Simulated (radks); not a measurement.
Coulomb parameter of the 3d shell of neutral titanium in the model configuration [Ar] 3d0.5 4s2 4p1.5, as a second difference U = [E(n + 0.25) + E(n - 0.25) - 2 E(n)] / (0.25)^2 with all orbitals relaxed. "Bare": the charge of the atom changes with n. "Screened": the 4p shell takes up the change at fixed total charge, which measures U(3d,3d) + U(4p,4p) - 2 U(3d,4p). All-electron calculation, scalar-relativistic Kohn-Sham, PBE, spin-unpolarised, spherical densities, finite nucleus; Fermi nuclear charge, rms radius 3.5921 fm. Program: a radial shooting solver on a logarithmic mesh with Libxc functionals.

case,configuration,E - E(n) (eV)
start,[Ar] 3d0.5 4s2 4p1.5,0.000
bare +0.25,[Ar] 3d0.75 4s2 4p1.5,-2.690
bare -0.25,[Ar] 3d0.25 4s2 4p1.5,3.440
screened +0.25,[Ar] 3d0.75 4s2 4p1.25,-2.131
screened -0.25,[Ar] 3d0.25 4s2 4p1.75,2.442

U(bare) = 11.996 eV, U(screened by 4p) = 4.967 eV, against the Slater integral F0(3d,3d) = 19.313 eV with frozen orbitals. The step up makes a negative ion, whose loosely bound charge lowers the bare value.
